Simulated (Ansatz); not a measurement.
Molecule: C2H8ClSi2, charge -1, multiplicity 1. It need not be the lowest isomer of its formula. Whether it binds its extra electron was not tested at this geometry. 
Structure (B3LYP-D3(BJ)/def2-TZVP (Ansatz, a quantum-chemistry and plane-wave program) minimum search):
SMILES: Cl[SiH2][SiH](C)[CH2-]
```xyz
13

C     -2.1211     1.5582     0.2834
Si    -0.9285     0.5064     1.0378
C     -1.4196    -1.3264     1.1675
Si     1.3048     0.2514     0.0921
Cl     1.2476    -0.7567    -1.8077
H     -2.5110     1.2890    -0.6975
H     -2.0280     2.6344     0.4195
H     -0.5014     0.9718     2.4057
H     -1.5778    -1.7376     0.1670
H     -0.6456    -1.9251     1.6561
H     -2.3538    -1.4255     1.7262
H      1.9641     1.5512    -0.2573
H      2.4198    -0.4941     0.7876
```
Charge -1, spin multiplicity 1.

Basis-set convergence of Hartree-Fock and CCSD correlation energies (hartree) with Ansatz. Correlated levels leave the core frozen unless marked. Spin-orbit coupling is left out. Non-relativistic.

```
basis            functions        E(HF)  E(corr, CCSD)
---------------  ---------  -----------  -------------
aug-cc-pV(D+d)Z        214  -1117.80719       -0.75769
aug-cc-pV(T+d)Z        441          ___            ___
```

**Question.** Complete the blanks.

**Answer.** 
- aug-cc-pV(T+d)Z, E(HF): -1117.86511
- aug-cc-pV(T+d)Z, E(corr, CCSD): -0.89645
